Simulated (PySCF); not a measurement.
# Radial density of Ar³⁺ (argon, charge +3)

M06, [Ne] 3s2 3p3, high-spin 4S determinant. Computed with PySCF 2.14 in an uncontracted even-tempered set (18 s from 0.09 bohr⁻², ratio 2.5; 13 p from 0.12 bohr⁻², ratio 2.5; 5 d from 1.2 bohr⁻², ratio 2.7; 5 f from 1.8 bohr⁻², ratio 2.7), with the non-relativistic Hamiltonian (point nucleus).

```
r (bohr)  4πr²ρ (e/bohr)  4πr²(ρα − ρβ)
 0.00177          0.1420         0.0000
 0.00298          0.3849         0.0000
 0.00501           1.013         0.0001
 0.00843           2.537         0.0003
  0.0142           5.847         0.0009
  0.0238           11.71         0.0033
  0.0401           18.56         0.0174
  0.0674           20.57         0.0823
   0.113           15.48         0.2941
   0.191           16.52         0.6300
   0.321           20.70         0.4226
   0.540           9.153         0.0353
   0.908           4.266         1.9501
    1.53           3.353         2.0391
    2.57          0.3202         0.2229
    4.32        0.001202         0.0010
```
